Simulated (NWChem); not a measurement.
# CH6Ge; SMILES [CH3][GeH3]

Computed with NWChem. Structure relaxed at the PBE-D3(BJ)/def2-SVP level. Ions are spin-unrestricted doublets at the neutral geometry; other ion states weren't tried.

| level | −ε(HOMO) (eV) |
|---|---|
| B3LYP/def2-SVP | 8.63 |
| PBE/def2-SVP | ? |
| LDA (Slater exchange, VWN5)/def2-SVP | 7.71 |
| CAM-B3LYP/def2-SVP | 10.22 |
| PBE0/def2-SVP | 8.90 |

**Question.** Complete the blanks.

**Answer.** 
- PBE/def2-SVP, −ε(HOMO) (eV): 7.61
